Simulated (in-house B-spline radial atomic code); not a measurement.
Mo¹³⁺. Computed with a B-spline radial atomic code. Model: all-electron spherical atom, spin shells full or empty, radial basis limit, no spin-orbit coupling: exact exchange with a local potential (Slater, KLI or optimised effective potential, whose far tail is KLI's), no correlation.

Empty minority-spin level lies below the highest occupied level: each spin potential is zero at infinity, spin occupations fixed.

The run also made RPA and GW results, which its time includes.

The Slater potential averages the orbital exchange potentials with the orbital densities as weights, KLI adds orbital constants, and the optimised effective potential minimises the exact-exchange energy among local potentials. So their energies lie above Hartree-Fock in the order OEP, KLI, Slater. All fall off as −1/r, unlike LDA and GGA exchange.

Command:
```bash
python run_gw.py task.json out
```
Settings (lengths in bohr, energies in hartree):
```
Z                      42
electrons              29
configuration          [Ar] 3d10 4s1
hamiltonian            nr
method                 kli
lmax                   9
spin_polarised         True
box_radius             5.53
intervals              68
ion_configuration      [Ar] 3d10
```

Cost of the run: 10 s on 1 thread of Arm Neoverse N1, with other jobs on the host.

Given: hamiltonian non-relativistic; mean-field start exchange-only KLI.

Computed: energy above Hartree-Fock 10.034 millihartree; virial ratio -E/T less 1 0.000538.

```
radius (bohr)  r times exchange potential up (hartree bohr)  r times exchange potential down (hartree bohr)
      0.00119                                     -0.039504                                       -0.040095
      0.00146                                     -0.048414                                       -0.049139
      0.00178                                     -0.058937                                       -0.059821
      0.00218                                     -0.072024                                       -0.073107
      0.00267                                      -0.08792                                       -0.089249
      0.00327                                      -0.10717                                         -0.1088
        0.004                                       -0.1302                                         -0.1322
      0.00489                                      -0.15762                                        -0.16007
      0.00599                                      -0.19039                                         -0.1934
      0.00733                                      -0.22842                                        -0.23213
      0.00897                                      -0.27193                                         -0.2765
        0.011                                      -0.32086                                        -0.32651
       0.0134                                      -0.37148                                        -0.37845
       0.0164                                      -0.42388                                        -0.43256
       0.0201                                      -0.47285                                        -0.48371
       0.0246                                      -0.51187                                        -0.52553
       0.0301                                             ?                                               ?
       0.0369                                      -0.53992                                        -0.56184
       0.0451                                      -0.53619                                        -0.56382
       0.0552                                      -0.55661                                        -0.59067
       0.0675                                      -0.63326                                        -0.67397
       0.0827                                       -0.7529                                        -0.80148
        0.101                                      -0.86815                                        -0.92708
        0.124                                      -0.94363                                         -1.0173
        0.151                                      -0.95137                                         -1.0445
        0.185                                      -0.91141                                         -1.0302
        0.227                                      -0.94274                                         -1.0878
        0.278                                       -1.1242                                         -1.2961
         0.34                                       -1.3231                                         -1.5344
        0.416                                       -1.4181                                         -1.6863
        0.509                                       -1.3592                                         -1.7013
        0.623                                       -1.1603                                         -1.5916
        0.762                                             ?                                               ?
        0.932                                      -0.87856                                         -1.2526
         1.14                                      -0.94416                                         -1.1263
          1.4                                      -0.98682                                         -1.0479
         1.71                                      -0.99847                                         -1.0124
```

Q: What belongs in the row 0.0301?

A: r times exchange potential up (hartree bohr): -0.53517; r times exchange potential down (hartree bohr): -0.55241.

Q: What belongs in the row 0.762?

A: r times exchange potential up (hartree bohr): -0.93359; r times exchange potential down (hartree bohr): -1.42.

| occupied | level (hartree) | Hartree-Fock level (hartree) |
| --- | --- | --- |
| 1s up | -720.58 | -731.63 |
| 1s down | -721.15 | -731.6 |
| 2s up | -109.07 | -113.04 |
| 2s down | -109.68 | -113 |
| 2p up | -101.31 | -104.65 |
| 2p down | -101.92 | -104.64 |
| 3s up | ? | ? |
| 3s down | -27.544 | -28.296 |
| 3p up | -23.908 | -25.05 |
| 3p down | -24.549 | -25.018 |
| 3d up | ? | ? |
| 3d down | -19.076 | -19.086 |
| 4s up | -10.873 | -10.874 |

Q: What belongs in the row 3s up?

A: level (hartree): -26.901; Hartree-Fock level (hartree): -28.372.

Q: What belongs in the row 3d up?

A: level (hartree): -18.439; Hartree-Fock level (hartree): -19.104.

```json
{"empty": "4s down", "level (hartree)": "-11.226"}
{"empty": "4p down", "level (hartree)": "-10.186"}
{"empty": "4p up", "level (hartree)": "-9.8574"}
{"empty": "4d down", "level (hartree)": "-8.4241"}
{"empty": "4d up", "level (hartree)": "-8.137"}
{"empty": "4f down", "level (hartree)": "?"}
{"empty": "4f up", "level (hartree)": "-6.3823"}
{"empty": "5s down", "level (hartree)": "-6.1753"}
{"empty": "5s up", "level (hartree)": "?"}
{"empty": "5p down", "level (hartree)": "-5.7255"}
{"empty": "5p up", "level (hartree)": "-5.6271"}
```

Q: What belongs in the row 4f down?

A: level (hartree): -6.6632.

Q: What belongs in the row 5s up?

A: level (hartree): -6.0739.

The highest level, 4s up, differs from Hartree-Fock by +0.022 eV and the deepest, 1s down, by +284 eV: a local potential can match the highest level but can't give each shell its own exchange.
